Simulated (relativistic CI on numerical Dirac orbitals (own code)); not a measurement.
Level scheme of Sr15+

Method of calculation: Dirac-Coulomb-Breit CI, separate exchange-only KLI orbitals for each configuration, QED by a radiative potential, unscaled Slater integrals (own radial code, finite nucleus).

CI space (outside the closed core [Ne]): 3s2.3p6.3d5, 3s2.3p5.3d6, 3s2.3p4.3d7, 3s.3p6.3d6, 3p6.3d7, 3s2.3p6.3d4.4s, 3s2.3p6.3d4.4p, 3s.3p5.3d7, 3s2.3p6.3d4.4d, 3s2.3p6.3d3.4s2, 3s2.3p6.3d4.4f, 3s2.3p5.3d5.4s, 3s2.3p6.3d3.4s.4p, 3s2.3p4.3d6.4s, 3s2.3p6.3d4.5s, 3s2.3p6.3d3.4p2, 3s2.3p5.3d5.4p, 3s2.3p4.3d6.4p, 3s2.3p6.3d4.5p, 3s2.3p6.3d3.4s.4d, 3s2.3p6.3d4.5d, 3s.3p5.3d6.4s, 3s.3p6.3d5.4s, 3s2.3p6.3d4.5g, 3s2.3p6.3d3.4d2, 3p6.3d5.4s2. Levels of other configurations are missing.

The lowest level is 3s2.3p6.3d5 6S_5/2, with 97 % of that term; Hund's rules for 3s2.3p6.3d5 give 6S with J = 5/2, in agreement.

```
No.  Configuration  Term     J   E (eV)    %  Next component (%)  Lifetime (s)
  1    3s2.3p6.3d5    6S   5/2    0.000   97                3 4P              
  2    3s2.3p6.3d5    4G   5/2   10.459   42               26 4P      3.57e-03
  3    3s2.3p6.3d5    4G   7/2   11.040   91                5 2F      3.89e-01
  4    3s2.3p6.3d5    4G  11/2   11.070   96                4 2H              
  5    3s2.3p6.3d5    4G   5/2   11.127   46               35 4P      2.87e-03
  6    3s2.3p6.3d5    4G   9/2   11.221   97                2 4F      5.25e+00
  7    3s2.3p6.3d5    4P   3/2   11.286   71               26 4D      2.23e-03
  8    3s2.3p6.3d5    4P   1/2   11.724   86               12 4D      4.82e-01
  9    3s2.3p6.3d5    4D   7/2   13.125   90                4 4G      1.62e-02
 10    3s2.3p6.3d5    4D   1/2   13.776   87               12 4P      8.91e-03
 11    3s2.3p6.3d5    4D   5/2   13.794   68               19 4P      4.57e-03
 12    3s2.3p6.3d5    4D   3/2   13.976   70               25 4P      4.57e-03
 13    3s2.3p6.3d5    2I  11/2   16.015   84               14 2H      1.36e-02
 14    3s2.3p6.3d5    2D   5/2   16.088   41               34 2F      1.29e-03
 15    3s2.3p6.3d5    2I  13/2   16.564  100                          2.43e-01
 16    3s2.3p6.3d5    2D   3/2   16.576   69               28 4F      3.25e-03
 17    3s2.3p6.3d5    2F   7/2   17.066   56               33 4F      7.42e-03
 18    3s2.3p6.3d5    4F   9/2   17.491   64               27 2G      7.48e-03
 19    3s2.3p6.3d5    4F   5/2   18.062   77               18 2F      6.24e-03
 20    3s2.3p6.3d5    4F   7/2   18.572   47               42 2F      1.98e-03
 21    3s2.3p6.3d5    4F   3/2   18.920   68               28 2D      3.42e-03
 22    3s2.3p6.3d5    2H   9/2   18.972   63               23 4F      2.97e-03
 23    3s2.3p6.3d5    2G   7/2   20.037   87               11 2F      1.21e-02
 24    3s2.3p6.3d5    2F   5/2   20.069   55               37 2D      1.52e-03
 25    3s2.3p6.3d5    2H  11/2   20.330   82               15 2I      1.75e-03
 26    3s2.3p6.3d5    2G   9/2   21.091   58               30 2H      4.79e-03
 27    3s2.3p6.3d5    2F   5/2   21.222   73               13 2D      2.78e-03
 28    3s2.3p6.3d5    2F   7/2   21.452   82               13 4F      5.07e-03
 29    3s2.3p6.3d5    2S   1/2   22.821   96                2 2P      1.80e-03
 30    3s2.3p6.3d5    2D   3/2   25.241   98                1 4D      1.43e-03
 31    3s2.3p6.3d5    2D   5/2   25.749   89                8 2F      1.13e-03
 32    3s2.3p6.3d5    2G   9/2   28.478   99    1 3s2.3p4.3d7 2G      2.60e-03
 33    3s2.3p6.3d5    2G   7/2   28.687   97                2 2F      1.83e-03
 34    3s2.3p6.3d5    2P   3/2   33.810   90                9 2D      2.06e-03
 35    3s2.3p6.3d5    2P   1/2   34.251   97                2 2S      1.22e-03
 36    3s2.3p6.3d5    2D   5/2   36.757   99    1 3s2.3p4.3d7 2D      8.77e-04
 37    3s2.3p6.3d5    2D   3/2   37.135   90                9 2P      8.07e-04
 38    3s2.3p5.3d6   6F°  11/2  119.410   98               2 4G°      1.93e-08
 39    3s2.3p5.3d6   6F°   9/2  121.447   77              21 6D°      2.11e-09
 40    3s2.3p5.3d6   6F°   7/2  123.158   62              31 6D°      3.37e-10
 41    3s2.3p5.3d6   4P°   5/2  123.570   51              35 6D°      5.50e-10
 42    3s2.3p5.3d6   6D°   9/2  124.005   58              27 4F°      4.60e-10
 43    3s2.3p5.3d6   6D°   3/2  124.920   50              36 4P°      2.74e-10
 44    3s2.3p5.3d6   6D°   1/2  125.370   51              41 4P°      3.70e-10
 45    3s2.3p5.3d6   6F°   5/2  125.520   56              18 4P°      2.69e-10
```

Energies count from the lowest computed level; ° marks odd parity; lifetimes are radiative, by E1, M1, E2, M2 decay to levels of this space only; some are left blank where a channel outside the calculation adds to the decay or the decay crosses a small, uncertain gap.

The mean weight of the leading LS term, summed over parents, in these 45 levels is 76 %, and that of the leading jj configuration (from the same eigenvectors) 56 %, so LS coupling describes them better.

At this charge energies of transitions that change n are usually good to better than 1 %, and those within a shell (Δn = 0) to a few per cent. Terms inside the open d or f shell come out 10 to 20 % too wide with unscaled integrals.

LS names give the leading component of a level, which can be under half, so a name can repeat, a term be missing and a line seem to break the LS rules.
